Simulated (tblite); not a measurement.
Species: C₈H₁₃O₂ (charge -1).
Numbering: `[CH3:1][CH2:2]/[CH:3]=[C:4](\[CH2:5][CH3:6])[CH2:7][C:8](=[O:9])[O-:10]` (hydrogens: H11, H12, H13 on C1; H14, H15 on C2; H16 on C3; H17, H18 on C5; H19, H20, H21 on C6; H22, H23 on C7)
Bond orders are those of one Lewis drawing.

Computed with GFN2-xTB (tblite), gas phase: L-BFGS steps from a force-field or distance-geometry start until the largest atomic force falls under 0.01 eV/Å.

Step 19: E = -873.7544 eV
```
atom  x, y, z in Å  |  force x, y, z in eV/Å
C1      2.9011   -0.8925   -0.3536   -0.046   0.028   0.021
C2      2.1214    0.1646    0.4370   -0.032  -0.022  -0.004
C3      0.8070   -0.3667    0.9423    0.009   0.003  -0.007
C4     -0.4197   -0.1006    0.4822    0.041   0.003  -0.050
C5     -0.6915    0.7825   -0.7107   -0.030   0.008  -0.013
C6     -1.1910    2.1732   -0.3121   -0.002  -0.009   0.003
C7     -1.6343   -0.6932    1.0903    0.032   0.034  -0.022
C8     -2.4189   -1.6547    0.0458    0.065   0.033  -0.055
O9     -3.3332   -1.0923   -0.5655    0.051  -0.066  -0.030
O10    -2.0178   -2.8159   -0.0096   -0.014  -0.010   0.039
H11     2.3394   -1.1880   -1.2376    0.002   0.019   0.026
H12     3.0531   -1.7810    0.2580    0.019   0.041  -0.019
H13     3.8740   -0.5058   -0.6657   -0.040  -0.042   0.011
H14     1.9669    1.0455   -0.1910    0.019  -0.040   0.020
H15     2.7323    0.4764    1.2969   -0.056  -0.017  -0.067
H16     0.9072   -1.0601    1.7699   -0.013   0.024   0.009
H17     0.1910    0.8760   -1.3512   -0.020   0.001   0.086
H18    -1.4772    0.2947   -1.2918   -0.017   0.019  -0.012
H19    -0.4920    2.6715    0.3608    0.035  -0.039  -0.026
H20    -2.1498    2.0854    0.1918    0.004   0.021   0.012
H21    -1.3284    2.7960   -1.1965    0.011   0.002   0.013
H22    -1.3883   -1.2745    1.9807   -0.009  -0.008  -0.006
H23    -2.3561    0.0864    1.3365   -0.008   0.017   0.071
```

Step 20: E = -873.7562 eV
```
atom  x, y, z in Å  |  force x, y, z in eV/Å
C1      2.8997   -0.8928   -0.3534   -0.049   0.013   0.004
C2      2.1199    0.1657    0.4361    0.009  -0.035  -0.015
C3      0.8070   -0.3646    0.9447    0.038  -0.012  -0.005
C4     -0.4195   -0.1014    0.4841    0.003   0.021  -0.026
C5     -0.6959    0.7813   -0.7069   -0.011   0.015  -0.042
C6     -1.1903    2.1736   -0.3100   -0.003  -0.009   0.010
C7     -1.6344   -0.6914    1.0916   -0.008  -0.007  -0.028
C8     -2.4128   -1.6554    0.0418    0.087   0.040  -0.045
O9     -3.3187   -1.0907   -0.5797    0.049  -0.087  -0.028
O10    -2.0124   -2.8173   -0.0072   -0.036   0.021   0.041
H11     2.3357   -1.1880   -1.2360    0.008   0.012   0.020
H12     3.0519   -1.7822    0.2577    0.014   0.060  -0.021
H13     3.8732   -0.5080   -0.6680   -0.062  -0.041   0.021
H14     1.9627    1.0436   -0.1957    0.032  -0.036   0.036
H15     2.7350    0.4768    1.2932   -0.074   0.007  -0.067
H16     0.9105   -1.0573    1.7722   -0.025   0.018   0.017
H17     0.1840    0.8735   -1.3490    0.017   0.000   0.052
H18    -1.4834    0.2950   -1.2864   -0.023   0.012  -0.008
H19    -0.4873    2.6685    0.3619    0.012  -0.032  -0.036
H20    -2.1490    2.0866    0.1944    0.006   0.041   0.019
H21    -1.3271    2.7954   -1.1959    0.015  -0.006   0.037
H22    -1.3967   -1.2727    1.9838    0.019  -0.010   0.001
H23    -2.3569    0.0887    1.3334   -0.016   0.018   0.063
```

Step 21: E = -873.7581 eV
```
atom  x, y, z in Å  |  force x, y, z in eV/Å
C1      2.8971   -0.8929   -0.3531   -0.036  -0.011  -0.019
C2      2.1182    0.1663    0.4347    0.037  -0.038  -0.025
C3      0.8075   -0.3626    0.9473    0.040  -0.025  -0.007
C4     -0.4189   -0.1021    0.4860   -0.041   0.034   0.010
C5     -0.7009    0.7800   -0.7034    0.010   0.014  -0.053
C6     -1.1897    2.1738   -0.3075   -0.003  -0.008   0.013
C7     -1.6345   -0.6895    1.0928   -0.045  -0.039  -0.022
C8     -2.4042   -1.6553    0.0367    0.079   0.027  -0.018
O9     -3.3017   -1.0903   -0.5962    0.043  -0.084  -0.037
O10    -2.0071   -2.8188   -0.0037   -0.036   0.039   0.043
H11     2.3317   -1.1879   -1.2342    0.001  -0.001  -0.001
H12     3.0509   -1.7825    0.2571    0.005   0.056  -0.009
H13     3.8710   -0.5112   -0.6702   -0.063  -0.025   0.023
H14     1.9590    1.0410   -0.2001    0.035  -0.017   0.035
H15     2.7368    0.4778    1.2879   -0.071   0.031  -0.039
H16     0.9137   -1.0539    1.7752   -0.036   0.012   0.023
H17     0.1766    0.8708   -1.3462    0.057   0.002   0.006
H18    -1.4908    0.2955   -1.2807   -0.026   0.004  -0.005
H19    -0.4821    2.6649    0.3626   -0.004  -0.021  -0.036
H20    -2.1479    2.0889    0.1978    0.006   0.057   0.027
H21    -1.3254    2.7947   -1.1946    0.016  -0.008   0.051
H22    -1.4061   -1.2709    1.9874    0.047  -0.009  -0.005
H23    -2.3581    0.0912    1.3310   -0.013   0.009   0.046
```

Step 22: E = -873.7599 eV
```
atom  x, y, z in Å  |  force x, y, z in eV/Å
C1      2.8941   -0.8933   -0.3532   -0.017  -0.032  -0.036
C2      2.1169    0.1661    0.4329    0.034  -0.027  -0.024
C3      0.8081   -0.3612    0.9494    0.012  -0.031  -0.012
C4     -0.4185   -0.1023    0.4879   -0.065   0.038   0.037
C5     -0.7054    0.7789   -0.7008    0.027   0.005  -0.044
C6     -1.1891    2.1737   -0.3048   -0.001  -0.007   0.013
C7     -1.6352   -0.6881    1.0937   -0.058  -0.044  -0.008
C8     -2.3946   -1.6546    0.0316    0.040   0.001   0.013
O9     -3.2848   -1.0913   -0.6127    0.036  -0.058  -0.051
O10    -2.0023   -2.8199    0.0005   -0.013   0.033   0.045
H11     2.3278   -1.1879   -1.2326   -0.015  -0.018  -0.028
H12     3.0500   -1.7819    0.2564   -0.005   0.030   0.013
H13     3.8678   -0.5146   -0.6719   -0.041  -0.001   0.012
H14     1.9562    1.0382   -0.2036    0.030   0.009   0.018
H15     2.7373    0.4796    1.2822   -0.050   0.048   0.002
H16     0.9161   -1.0506    1.7786   -0.043   0.009   0.023
H17     0.1707    0.8683   -1.3437    0.082   0.003  -0.033
H18    -1.4982    0.2961   -1.2756   -0.020  -0.002  -0.003
H19    -0.4772    2.6612    0.3627   -0.008  -0.007  -0.024
H20    -2.1468    2.0924    0.2017    0.005   0.063   0.034
H21    -1.3235    2.7940   -1.1923    0.011  -0.001   0.047
H22    -1.4146   -1.2694    1.9907    0.069  -0.006  -0.019
H23    -2.3594    0.0936    1.3297   -0.008  -0.007   0.025
```

Task: Estimate the geometry and energy of step 23. (The exact step hangs on the optimiser's Hessian estimate; all steps are aligned on step 22, rigid shifts and turns removed.)

Result: E = -873.7615 eV, largest force 0.095 eV/Å
```
atom  x, y, z in Å  |  force x, y, z in eV/Å
C1      2.8910   -0.8941   -0.3539   -0.001  -0.040  -0.040
C2      2.1161    0.1654    0.4308    0.004  -0.008  -0.014
C3      0.8084   -0.3604    0.9509   -0.029  -0.027  -0.016
C4     -0.4191   -0.1018    0.4902   -0.060   0.031   0.041
C5     -0.7090    0.7779   -0.6994    0.036  -0.006  -0.021
C6     -1.1887    2.1734   -0.3023    0.004  -0.005   0.008
C7     -1.6368   -0.6876    1.0946   -0.043  -0.022   0.009
C8     -2.3853   -1.6537    0.0274   -0.016  -0.025   0.032
O9     -3.2689   -1.0934   -0.6285    0.032  -0.022  -0.062
O10    -1.9982   -2.8207    0.0053    0.020   0.006   0.047
H11     2.3240   -1.1884   -1.2318   -0.029  -0.035  -0.051
H12     3.0491   -1.7808    0.2560   -0.014  -0.005   0.032
H13     3.8641   -0.5177   -0.6731   -0.009   0.022  -0.006
H14     1.9544    1.0358   -0.2062    0.020   0.030  -0.003
H15     2.7367    0.4821    1.2772   -0.025   0.052   0.038
H16     0.9173   -1.0474    1.7821   -0.045   0.008   0.018
H17     0.1669    0.8663   -1.3421    0.079   0.002  -0.052
H18    -1.5050    0.2968   -1.2717   -0.003  -0.005   0.000
H19    -0.4728    2.6577    0.3622   -0.002   0.007  -0.004
H20    -2.1457    2.0969    0.2059    0.006   0.057   0.037
H21    -1.3215    2.7935   -1.1894    0.004   0.012   0.030
H22    -1.4209   -1.2685    1.9933    0.080  -0.004  -0.031
H23    -2.3607    0.0955    1.3294   -0.009  -0.023   0.009
```

The energy changes by -0.0016 eV. The first-order estimate −F·Δx gives -0.0023 eV and the mean of the old and new forces, exact on a quadratic surface, -0.0017 eV. The step makes an angle of 74° with the force vector and moves no atom by more than 0.023 Å.

The cost below is that of the whole relaxation. On an Intel Xeon with one thread, no GPU, shared host, this took 1.1 s.
